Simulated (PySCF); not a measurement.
# Fractional electron number in Br²⁺ (bromine, charge +2)

The 4p alpha orbital of [Ar] 3d10 4s2 4p3 is emptied in steps (occupation f), with all orbitals relaxed, ending at [Ar] 3d10 4s2 4p2. All numbers are calculated (PySCF 2.14, the non-relativistic Hamiltonian (point nucleus), in def2-SVP). The exact energy is a straight line in f; departures are measured from the line between the end points of the same method.

| f | UHF (eV) | LDA (eV) | PBE (eV) | PBE0 (eV) | r2SCAN (eV) | LC-wPBE (eV) | BHandHLYP (eV) | wB97X (eV) | BLYP (eV) | CAM-B3LYP (eV) |
| --- | --- | --- | --- | --- | --- | --- | --- | --- | --- | --- |
| 1 | 0.000 | 0.000 | 0.000 | 0.000 | 0.000 | 0.000 | 0.000 | 0.000 | 0.000 | 0.000 |
| 0.9 | 0.051 | -0.521 | -0.509 | -0.370 | -0.481 | -0.109 | -0.238 | -0.134 | -0.516 | -0.248 |
| 0.7 | 0.118 | -1.219 | -1.187 | -0.862 | -1.116 | -0.252 | -0.556 | -0.313 | -1.205 | -0.578 |
| 0.5 | 0.138 | -1.453 | -1.412 | -1.023 | -1.316 | -0.297 | -0.661 | -0.373 | -1.436 | -0.688 |
| 0.3 | 0.115 | -1.222 | -1.184 | -0.856 | -1.094 | -0.246 | -0.554 | -0.314 | -1.205 | -0.577 |
| 0.1 | 0.049 | -0.524 | -0.506 | -0.365 | -0.463 | -0.103 | -0.237 | -0.136 | -0.516 | -0.247 |
| 0 | 0.000 | 0.000 | 0.000 | 0.000 | 0.000 | 0.000 | 0.000 | 0.000 | 0.000 | 0.000 |

```
   method  E(f=0) − E(f=1) (eV)  −ε at f=1 (eV)  −ε at f=0.5 (eV)
      UHF                34.555          35.125            34.547
      LDA                35.267          29.485            35.256
      PBE                35.090          29.438            35.100
     PBE0                35.183          31.071            35.199
   r2SCAN                35.381          30.026            35.449
  LC-wPBE                35.239          34.023            35.259
BHandHLYP                35.023          32.375            35.027
    wB97X                34.904          33.408            34.901
     BLYP                34.851          29.122            34.851
CAM-B3LYP                35.125          32.373            35.129
```

Orbital energy along the path (eV):

```tsv
f	UHF	LDA	PBE	PBE0	r2SCAN	LC-wPBE	BHandHLYP	wB97X	BLYP	CAM-B3LYP
1	-35.125	-29.485	-29.438	-31.071	-30.026	-34.023	-32.375	-33.408	-29.122	-32.373
0.9	-35.006	-30.629	-30.566	-31.897	-31.117	-34.274	-32.905	-33.710	-30.261	-32.923
0.7	-34.772	-32.933	-32.831	-33.550	-33.297	-34.772	-33.967	-34.309	-32.550	-34.025
0.5	-34.547	-35.256	-35.100	-35.199	-35.449	-35.259	-35.027	-34.901	-34.851	-35.129
0.3	-34.330	-37.591	-37.361	-36.833	-37.526	-35.728	-36.084	-35.494	-37.153	-36.229
0.1	-34.120	-39.926	-39.595	-38.438	-39.530	-36.168	-37.134	-36.105	-39.441	-37.320
0	-34.019	-41.087	-40.695	-39.224	-40.497	-36.371	-37.656	-36.423	-40.572	-37.860
```

Reference removal energy between the ground levels: 34.871 ± 0.019 eV (measured; NIST Atomic Spectra Database, ionization energies). The calculation has no spin-orbit coupling. UHF lacks correlation.
